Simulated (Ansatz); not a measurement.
ClH3S2Si can be A, `S[SiH](S)Cl`, or B, `SS[SiH2]Cl`.

Program: Ansatz. Geometries: PBE0-D4/def2-TZVP. ΔE: electronic, gas phase. CCSD(T)/CBS is the MP2 limit (def2-TZVPP, def2-QZVPP) plus CCSD(T) − MP2 in def2-TZVPP, frozen cores. DFT in def2-TZVPP. B3LYP here is the variant with VWN-RPA as its local correlation; programs differ in this. Each species was taken in one conformer, which may not be the lowest.

A:

```xyz
7

S     1.377   -0.195    1.464
Si    0.022    0.130   -0.131
S    -1.803   -0.679    0.578
Cl    0.566   -0.798   -1.882
H     2.184    0.812    1.086
H    -0.037    1.570   -0.458
H    -2.310   -0.840   -0.656
```

B:

```xyz
7

S     1.781    0.085    1.278
S     0.597   -1.371    0.416
Si   -0.979   -0.096   -0.234
Cl   -0.356    1.166   -1.727
H     2.445    0.455    0.167
H    -2.032   -0.982   -0.783
H    -1.457    0.742    0.884
```

Task: Which isomer does CCSD(T)/CBS put lower? Give the gap. (An estimate is asked.)

Result: Ansatz gave: A, by 101.5 kJ/mol.

Task: Give E(B) − E(A) in kJ/mol with B3LYP-D4, CCSD(T)/def2-SVP, HF/def2-TZVPP, B2PLYP, MP2/def2-TZVPP, PBE-D4, r2SCAN-D4. (Best estimate.)

Result: The calculation gave: B3LYP-D4 95.0, CCSD(T)/def2-SVP 111.1, HF/def2-TZVPP 101.2, B2PLYP 99.7, MP2/def2-TZVPP 108.3, PBE-D4 95.0, r2SCAN-D4 102.4. None reverses the order clearly.

Task: Does the order hold for the free energy at 298.15 K (harmonic terms from PBE0-D4)? (Best estimate.)

Result: Computed: Yes: G(B) − G(A) = +102.4 kJ/mol, for one conformer each.

Largest T1 diagnostic: 0.011.

At CCSD(T), def2-SVP lies +9.6 kJ/mol from the extrapolated value and def2-TZVPP +2.6 kJ/mol. Leaving LDA and LC-ωPBE aside and taking each functional with its dispersion term where it has one, the values, not all of them listed here, spread over 15.2 kJ/mol, from BLYP-D4 to PBE-QIDH. LDA lies +3.8 kJ/mol from PBE without D4.
